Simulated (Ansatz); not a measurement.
SiMe(OiPr)3 (C₁₀H₂₄O₃Si). Charge 0, multiplicity 1. Geometry PBE-D4/def2-SVP, basis def2-TZVP, Ansatz.

```csv
run,HOMO (eV),LUMO (eV)
A,-6.28,-0.04
B,-6.67,0.53
C,-10.56,2.79
D,-7.83,0.72
E,-6.84,-0.01
F,-6.37,-0.08
```

LC-ωPBE has ω = 0.4 bohr⁻¹. Single mean-field runs in def2-TZVP are fitted with def2-universal-jkfit.

Task: The runs used B97M-V, BLYP, LC-ωPBE, PBE, PBE0, r2SCAN. Estimate which is which.

Result: A BLYP (0 % exact exchange); B r2SCAN (0 % exact exchange); C LC-ωPBE (range-separated); D PBE0 (25 % exact exchange); E B97M-V (0 % exact exchange); F PBE (0 % exact exchange). Exact exchange lowers occupied and raises empty levels; among semilocal functionals meta-GGAs tend to open the gap a little, and such runs are hard to tell apart. The gap grows from 6.24 eV (BLYP) to 13.35 eV (LC-ωPBE).
